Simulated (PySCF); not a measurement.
Job file and geometry (Å, from GFN2-xTB) of an NMR shielding run on `C[NH+](C)[AlH2-][CH2]CN`, C4H15AlN2, PySCF 2.14.0, density-fitted response routines, GIAO PBE0/pcSseg-1 NMR shielding, non-relativistic, gas phase; density fitting, a coarse starting grid and PySCF grid level 2 are the driver's defaults:

```
$ OMP_NUM_THREADS=1 python probes_run.py task.json out

{"job": {"kind": "nmr", "xc": "PBE0", "basis": "pcSseg-1"}, "charge": 0, "multiplicity": 1}
C     -1.987706    -0.002461    -1.279489
N     -1.560084    -0.366205     0.060615
C     -2.457716     0.141061     1.080905
Al     0.347160     0.290166     0.503199
C      1.414276    -0.601859    -1.010152
C      2.647527    -0.454932    -0.116828
N      2.383013     0.771896     0.644043
H     -3.015129    -0.318025    -1.489180
H     -1.309436    -0.451463    -2.002270
H     -1.917198     1.080227    -1.375117
H     -1.528189    -1.381305     0.136263
H     -2.048371    -0.110918     2.057057
H     -3.472060    -0.260159     0.987640
H     -2.490111     1.225796     1.002247
H     -0.082211     1.810543     0.410684
H      0.343478    -0.507135     1.871996
H      1.345493    -1.633263    -1.373688
H      1.573791     0.012147    -1.909010
H      2.681191    -1.279600     0.598051
H      3.612855    -0.417118    -0.643620
H      3.022900     0.901789     1.423020
H      2.486115     1.570202     0.022000
```

Q: Write the output of this run.

A: 
```
coarse grid: 17392 points
cycle   1  E = -512.7986646823  dE =  5.294e-01  |g| = 5.000e-01  |ddm| = 3.860e+00
cycle   2  E = -512.7884016205  dE =  1.026e-02  |g| = 5.559e-01  |ddm| = 1.167e+00
cycle   3  E = -512.8687522026  dE = -8.035e-02  |g| = 6.216e-02  |ddm| = 6.552e-01
cycle   4  E = -512.8696675891  dE = -9.154e-04  |g| = 1.766e-02  |ddm| = 7.787e-02
cycle   5  E = -512.8697342153  dE = -6.663e-05  |g| = 5.984e-03  |ddm| = 1.891e-02
cycle   6  E = -512.8697414223  dE = -7.207e-06  |g| = 1.464e-03  |ddm| = 5.147e-03
final grid: 159288 points
cycle   7  E = -512.9056055282  dE = -5.063e-05  |g| = 9.417e-03  |ddm| = 3.232e-02
cycle   8  E = -512.9055970448  dE =  8.483e-06  |g| = 1.117e-02  |ddm| = 1.804e-02
cycle   9  E = -512.9056279687  dE = -3.092e-05  |g| = 7.391e-04  |ddm| = 9.925e-03
cycle  10  E = -512.9056280695  dE = -1.008e-07  |g| = 2.674e-04  |ddm| = 6.714e-04
cycle  11  E = -512.9056280839  dE = -1.445e-08  |g| = 4.702e-05  |ddm| = 2.073e-04
cycle  12  E = -512.9056280843  dE = -3.625e-10  |g| = 2.016e-05  |ddm| = 5.752e-05
converged SCF energy = -512.9056280843

GIAO shielding tensors (ppm)
atom      isotropic    diamagn.    paramagn.     s11        s22        s33       span
  0 C      149.006     246.261     -97.256    126.756    134.495    185.765     59.009
  1 N      216.512     323.467    -106.955    194.794    204.795    249.947     55.153
  2 C      149.304     245.008     -95.704    128.042    134.514    185.355     57.314
  3 Al     471.968     795.292    -323.324    405.037    494.573    516.295    111.258
  4 C      174.179     250.871     -76.691    147.912    177.003    197.623     49.711
  5 C      143.365     247.752    -104.386    121.995    145.254    162.848     40.853
  6 N      201.706     323.470    -121.764    181.223    204.752    219.142     37.919
  7 H       29.572      28.523       1.049     25.122     27.049     36.546     11.424
  8 H       28.896      30.999      -2.103     23.356     29.213     34.119     10.763
  9 H       29.381      30.534      -1.153     25.824     27.991     34.328      8.504
 10 H       30.647      34.778      -4.131     24.556     27.872     39.512     14.956
 11 H       28.507      29.529      -1.022     23.372     27.678     34.470     11.097
 12 H       29.581      27.649       1.932     25.053     26.993     36.698     11.645
 13 H       29.473      29.577      -0.105     25.680     28.009     34.730      9.050
 14 H       28.061      32.817      -4.756     23.594     29.233     31.355      7.761
 15 H       28.018      32.730      -4.713     23.451     28.989     31.613      8.162
 16 H       31.402      32.855      -1.453     27.174     29.285     37.745     10.571
 17 H       31.086      32.909      -1.823     27.582     29.976     35.698      8.116
 18 H       28.714      30.845      -2.131     25.332     27.040     33.769      8.437
 19 H       28.091      28.163      -0.072     22.439     26.631     35.204     12.765
 20 H       29.921      30.999      -1.078     23.396     25.833     40.534     17.138
 21 H       30.267      32.664      -2.397     25.674     27.772     37.354     11.680
```

Size and cost of the density-fitted run: 201 basis functions, 66 s wall time on 1 thread of an Arm Neoverse N1, shared host; peak memory 0.89 GiB.
